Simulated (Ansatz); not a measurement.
Basis-set extrapolation for C4H10BN (`BN(C)CC=C`) (PBE0-D4/def2-TZVP geometry, frozen core, Ansatz). Multiplicity 1, RHF reference.

|  | def2-TZVPP | def2-QZVPP |
| --- | --- | --- |
| HF | -236.512084 | -236.523273 |
| MP2 correlation | -0.989933 | -1.052956 |
| CCSD(T) correlation | -1.090768 | not run |

Energies in hartree. Use E(X) = E(∞) + A·exp(−7.88·√X) for Hartree–Fock and E(X) = E(∞) + B·X^(−2.97) for correlation, with X = 3 and 4, and add CCSD(T) minus MP2 of the smaller set to the MP2 limit.

Task: What is the CCSD(T) energy at the basis-set limit?

Result: HF limit: -236.523273 + (-0.011189) × 0.13774 = -236.52481. MP2 limit: -1.052956 + (-0.063023) × 0.74074 = -1.09964. Higher-order term: -1.090768 − (-0.989933) = -0.10084. Total: -237.72529 hartree, 76.8 kcal/mol below CCSD(T)/def2-TZVPP.
